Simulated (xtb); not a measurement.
Si(H)(F)2(Et) (C2H6F2Si), SMILES CC[SiH](F)F. All values are semi-empirical tight-binding results from xtb (GFN2-xTB unless named), good for trends rather than for accurate numbers. Geometry: GFN2-xTB. One conformer was computed; it need not be the lowest.

### Question
Estimate the properties. (Estimate from the structure and the level; the computed values follow.)

### Answer

```yaml
point_group_as_xtb_finds_it: Cs
orbital_gap: 6.57 eV
dipole_moment: 2.57 D
zero_point_energy: 49.5 kcal/mol
G − E(el) at 298.15 K (modified RRHO): 30.0 kcal/mol
static polarisability (D4 model): 61.1 bohr³
solvation energy, GFN2-xTB/ALPB(water): -0.1 kcal/mol
solvation energy, GFN2-xTB/ALPB(acetone): -2.6 kcal/mol
```
